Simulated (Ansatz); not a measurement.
Si₄N₄O₂ (the lowest singlet isomer of a short search) was relaxed with PBE0-D4 (def2-SVP, def2-SVPD) in Ansatz in these states: charge -1 doublet, neutral singlet. The geometries follow in no particular order.

A:

```xyz
10

Si    0.0137    0.0856    1.1840
Si    2.2730    0.7780    1.2274
Si   -2.2730   -0.7783   -1.2274
Si   -0.0137   -0.0856   -1.1840
N    -1.0318   -0.4798   -2.4019
N     1.0316    0.4802    2.4019
N    -1.2233   -0.3609    0.1818
N     1.2233    0.3609   -0.1818
O     3.7270    1.2203    1.2080
O    -3.7269   -1.2206   -1.2081
```

B:

```xyz
10

Si   -0.368    0.543    1.389
Si   -2.316   -0.747    0.598
Si    2.238    0.878   -0.885
Si    0.584   -0.712   -0.538
N     1.910   -0.703   -1.537
N    -2.046    0.748    1.341
N     0.810    0.933    0.143
N    -0.628   -1.282    0.425
O    -3.540   -1.573    0.151
O     3.357    1.914   -1.086
```

Task: Judge from the bond lengths which geometry belongs to which state (an estimate).

Result: A is the neutral singlet (Si1–N8 1.845 Å, Si1–Si4 2.374 Å, Si1–N7 1.653 Å); B is the charge -1 doublet (Si1–N8 2.080 Å, Si1–Si4 2.489 Å, Si1–N7 1.759 Å).
